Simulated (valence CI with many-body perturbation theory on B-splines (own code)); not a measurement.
## Sc XVI in brief

Calculated by relativistic CI+MBPT: four valence electrons over a frozen Dirac-Fock core [He], a basis of 11 s, 11 p, 9 d, 7 f, 5 g, 2 h, 1 i functions for each j, with the one-electron correlation potential Σ1 (screened to all orders), the two-electron term Σ2, the three-electron term Σ3, Breit, model QED; selected single and double excitations, second order for the rest (own B-spline code, finite nucleus).

No measured levels were compared; by estimate levels of excited configurations hold to 0.05 to 0.15 % of their energy, terms of the ground configuration to about 0.5 %.

Rates and lifetimes use the calculated energies. Strong lines usually hold to 10 to 20 %, long lifetimes can be off by a factor of two.

**Question.** What is the ground level?

**Answer.** 2s²2p² ³P_0, composition 95 % 2s²2p² ³P + 4 % 2s²2p² ¹S.

**Question.** How is the term ³P of the ground level split?

**Answer.** J = 0 at 0.00, J = 1 at 2.85, J = 2 at 5.58 eV.

**Question.** What is the ionisation energy?

**Answer.** 1009.5 eV; NIST lists 1008.6 ± 0.4 eV (semi-empirical).

**Question.** How well does LS coupling describe the low levels?

**Answer.** Among the lowest 20 levels the leading LS term, summed over configurations, holds 96 % on average. For single configurations the figures are 95 % in LS and 71 % in jj coupling. Terms mix most in the J = 2 level at 78.69 eV, where the leading one holds 90 %.

**Question.** Where does the other parity begin?

**Answer.** At 2s2p³ ⁵S°_2, 37.62 eV.
